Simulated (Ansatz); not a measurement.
Basis-set extrapolation for C₂H₅AlO₂, SMILES `C[O][Al]1[CH2][O]1` (PBE0-D4/def2-TZVP geometry, frozen core, Ansatz 0.2.0). Multiplicity 1, RHF reference.

```tsv
	def2-TZVPP	def2-QZVPP
HF	-470.400270	-470.418848
MP2 correlation	-0.885620	-0.951335
CCSD(T) correlation	-0.946560	not run
```

Energies in hartree. Use E(X) = E(∞) + A·exp(−7.88·√X) for Hartree–Fock and E(X) = E(∞) + B·X^(−2.97) for correlation, with X = 3 and 4, and add CCSD(T) minus MP2 of the smaller set to the MP2 limit.

**Question.** What is the CCSD(T) energy at the basis-set limit?

**Answer.** HF limit: -470.418848 + (-0.018578) × 0.13774 = -470.42141. MP2 limit: -0.951335 + (-0.065715) × 0.74074 = -1.00001. Higher-order term: -0.946560 − (-0.885620) = -0.06094. Total: -471.48236 hartree, 3.69 eV below CCSD(T)/def2-TZVPP.
